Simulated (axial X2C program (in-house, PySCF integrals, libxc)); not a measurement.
**NaCs⁺: from the spin-free to the two-component result**

All values were computed with an in-house relativistic program for diatomic molecules. Spin-free means the one-electron spin-free X2C Hamiltonian; two-component (2c) means X2C with spin–orbit coupling and atomic mean-field two-electron Coulomb and Gaunt terms, so the difference of the two also holds small scalar two-electron terms. Basis: Cs dyall-cv3z [15s15p9d4f1g], Na dyall-cv3z [9s8p5d2f] (cores contracted in-house); Gaussian nuclei, density fitting, unrestricted open shells. Masses: Cs 132.905 u, Na 22.990 u.

Spin-free state: M_S = 1/2, Λ = 0 (beyond evenly filled blocks: σα); fragments Cs+ + Na.

```json
{"level": "PBE0", "Re (Å)": "4.483", "ωe (cm⁻¹)": "65.3", "De (eV)": "0.406", "μ (D)": "2.94"}
{"level": "HF", "Re (Å)": "4.753", "ωe (cm⁻¹)": "60.8", "De (eV)": "0.318", "μ (D)": "2.49"}
{"level": "MP2", "Re (Å)": "4.565", "ωe (cm⁻¹)": "67.4", "De (eV)": "0.402", "μ (D)": "n/a"}
{"level": "CCSD", "Re (Å)": "4.560", "ωe (cm⁻¹)": "67.6", "De (eV)": "0.398", "μ (D)": "n/a"}
{"level": "CCSD(T)", "Re (Å)": "4.548", "ωe (cm⁻¹)": "68.0", "De (eV)": "0.407", "μ (D)": "n/a"}
{"level": "TPSS", "Re (Å)": "4.515", "ωe (cm⁻¹)": "65.4", "De (eV)": "0.432", "μ (D)": "3.26"}
```

Correlated methods: 9 electrons correlated (number of frozen shells: Cs 4 s, 3 p, 2 d; Na 2 s, 1 p), 319 virtual spin orbitals or spinors in MP2, 77 natural virtuals in coupled cluster.

Dipoles are positive if Na is the positive end and refer to the centre of mass.

Two-component determinant lowest at the distance of the search:

Ω = 1/2 (⟨Sz⟩ = 0.50, ⟨Lz⟩ = 0.00 at HF); fragments Cs+ + Na.

```json
{"level": "PBE0", "Re (Å)": "4.481", "ωe (cm⁻¹)": "65.4", "De (eV)": "0.407", "μ (D)": "2.95"}
{"level": "HF", "Re (Å)": "4.752", "ωe (cm⁻¹)": "60.9", "De (eV)": "0.319", "μ (D)": "2.50"}
{"level": "MP2", "Re (Å)": "4.563", "ωe (cm⁻¹)": "67.5", "De (eV)": "0.403", "μ (D)": "n/a"}
{"level": "CCSD", "Re (Å)": "4.559", "ωe (cm⁻¹)": "67.6", "De (eV)": "0.399", "μ (D)": "n/a"}
{"level": "CCSD(T)", "Re (Å)": "4.547", "ωe (cm⁻¹)": "68.0", "De (eV)": "0.408", "μ (D)": "n/a"}
{"level": "TPSS", "Re (Å)": "4.513", "ωe (cm⁻¹)": "65.5", "De (eV)": "0.433", "μ (D)": "3.27"}
```

Task: From the two tables, how do the constants change at the CCSD(T) level (2c against spin-free)?

Result: At the CCSD(T) level Re decreases by 0.001 Å and ωe stays the same within 0.2 cm⁻¹; De changes by 0.001 eV.

The state is one determinant whose occupation by symmetry is held fixed; it was picked as the lowest of a PBE0 search that is not exhaustive. De is counted from the lowest determinant-based energies of the atoms at the same level, without counterpoise correction. Density functionals use the spin component along the axis (collinear). Coupled cluster ran in a truncated set of natural virtual spinors; the MP2 energy of the rest was added. (T) has no such correction and the atoms are truncated less, which lowers De at CCSD(T) by a hundredth of an eV or more. With the outer-core shells frozen, correlated bond lengths of heavy atoms tend to come out a few hundredths of an ångström too long.
